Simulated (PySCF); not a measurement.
Compound: C2H5BO3.
SMILES: `OB1OCCO1`

Torsions of this conformer, `[OH:1][B:2]1[O:3][CH2:4][CH2:5][O:6]1`: H–O1–B2–O3 1°.

The closed-shell ground state was solved at several levels (PySCF, density fitting, gas phase, non-relativistic). One conformer (not necessarily the lowest) at the PBE0-D3(BJ)/def2-SVP geometry, without solvent, vibrations or thermal averaging.

```json
{"level": "B3LYP/pcJ-1", "basis functions": "212", "total energy (Eh)": "-329.8980", "HOMO (eV)": "-7.73", "LUMO (eV)": "0.93", "gap (eV)": "8.66", "dipole (D)": "2.58"}
{"level": "CAM-B3LYP/def2-SVPD", "basis functions": "169", "total energy (Eh)": "-329.5372", "HOMO (eV)": "-9.54", "LUMO (eV)": "0.61", "gap (eV)": "10.15", "dipole (D)": "2.54"}
{"level": "CAM-B3LYP/pcSseg-2", "basis functions": "286", "total energy (Eh)": "-329.8985", "HOMO (eV)": "-9.49", "LUMO (eV)": "1.10", "gap (eV)": "10.59", "dipole (D)": "2.51"}
```

**Question.** What might PBE0/pcSseg-1 (127 basis functions) give for the same quantities?

**Answer.** Total energy -329.4849 Eh, HOMO -7.98 eV, LUMO 1.26 eV, gap 9.24 eV, dipole 2.57 D.

**Question.** Over all these levels, which gives the widest orbital gap and which the narrowest?

**Answer.** CAM-B3LYP/pcSseg-2 (range-separated hybrid) has the widest, 10.59 eV, and B3LYP/pcJ-1 (global hybrid, 20 % exact exchange) the narrowest, 8.66 eV. Functional and basis both differ between the two, so the spread mixes both effects.

**Question.** How far do the dipole and the HOMO energy spread over the levels?

**Answer.** The dipole runs from 2.51 to 2.58 D (mean 2.55 D) and the HOMO from -9.54 to -7.73 eV.
